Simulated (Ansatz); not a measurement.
`O[SiH2]C(O)[SiH3]`, relaxed with RKS PBE0-D4/def2-TZVP in the Gaussian-basis code of Ansatz from a PBE-D4/def2-SVP geometry. The force threshold is 0.005 eV/Å; the program also tests the step.

Total charge 0; spin multiplicity 1.

Start:

```xyz
13

O     2.213    1.222   -0.946
Si    1.162   -0.080   -1.099
C    -0.338    0.404   -0.005
O     0.287    1.124    1.089
Si   -1.388   -1.046    0.653
H     1.987    1.665   -0.099
H     1.762   -1.372   -0.608
H     0.748   -0.248   -2.534
H    -0.984    1.078   -0.623
H    -0.414    1.527    1.636
H    -0.521   -2.028    1.389
H    -2.103   -1.747   -0.473
H    -2.411   -0.500    1.620
```

```tsv
step	energy (eV)	largest force (eV/Å)	largest move (Å)
1	-21007.8447	0.849	0.000
2	-21007.9018	0.520	0.047
3	-21007.9176	0.181	0.039
4 (rejected)	-21007.9158	0.325	0.098
5	-21007.9235	0.077	0.049
6 (rejected)	-21007.9219	0.247	0.098
7	-21007.9262	0.034	0.048
8	-21007.9288	0.026	0.050
9	-21007.9314	0.077	0.073
10 (rejected)	-21007.9309	0.312	0.110
11	-21007.9317	0.281	0.054
12	-21007.9335	0.087	0.055
13	-21007.9339	0.075	0.023
14	-21007.9343	0.058	0.042
15	-21007.9345	0.036	0.024
16	-21007.9346	0.031	0.008
17	-21007.9346	0.020	0.012
18	-21007.9347	0.012	0.006
19	-21007.9347	0.004	0.002
```

End:

```xyz
13

O     2.101    1.264   -1.232
Si    1.155   -0.060   -0.993
C    -0.332    0.414    0.063
O     0.236    1.079    1.207
Si   -1.425   -1.038    0.576
H     2.257    1.792   -0.445
H     1.901   -1.146   -0.302
H     0.702   -0.526   -2.326
H    -0.938    1.114   -0.533
H    -0.471    1.341    1.803
H    -0.620   -2.122    1.195
H    -2.166   -1.572   -0.598
H    -2.402   -0.540    1.587
```

It took 75 s on 4 threads of an Arm Neoverse V1 on a shared host, with 0.62 GiB of host memory at the peak.
